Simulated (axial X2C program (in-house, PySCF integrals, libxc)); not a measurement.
Working with the constants of InF

A bond curve at the PBE0 level, with spin–orbit coupling, was computed with an in-house relativistic program for diatomic molecules (basis In dyall-v3z [11s12p9d1f], F dyall-v3z [6s5p2d1f] (cores contracted in-house)) for the state Ω = 0 (closed shell). Its fit gives Re = 2.0045 Å, ωe = 524.1 cm⁻¹, ωexe = 2.63 cm⁻¹ and αe = 1.835e-03 cm⁻¹; the masses are 114.9039 and 18.9984 u. Two-component means X2C with spin–orbit coupling and atomic mean-field Coulomb and Gaunt terms.

(1) Find the reduced mass, Be and the force constant.

(2) A Morse curve ties αe to the other constants (Pekeris). How well does that hold?

(3) Give B0, the J = 1←0 line in GHz and the most populated J at 300 K (kT = 208.5 cm⁻¹).

(4) The dipole moment p changes by 6.92 D/Å at Re. What harmonic infrared intensity follows?

(5) Estimate the centrifugal constant by the Kratzer relation.

The state is a single determinant with fixed occupations, the lowest that a limited PBE0 search found.

Results:

(1) From the PBE0 values: μ = 16.3029 u. Be = 16.8576/(μ Re²) = 0.2573 cm⁻¹. k = 5.8918×10⁻⁷ μ ωe² = 2.64 mdyn/Å.

(2) αe(Morse) = 6Be²/ωe × (√(ωexe/Be) − 1) = 1.666e-03 cm⁻¹; the PBE0 curve gives 1.835e-03 cm⁻¹, a ratio of 0.91.

(3) B0 = Be − αe/2 = 0.2564 cm⁻¹; 2B0 = 15.38 GHz; J(max) ≈ √(kT/2B0) − 1/2 = 19.7, so J = 20.

(4) I = 42.256 × (dp/dR)²/μ = 120 km/mol.

(5) D = 4Be³/ωe² = 2.48e-07 cm⁻¹.
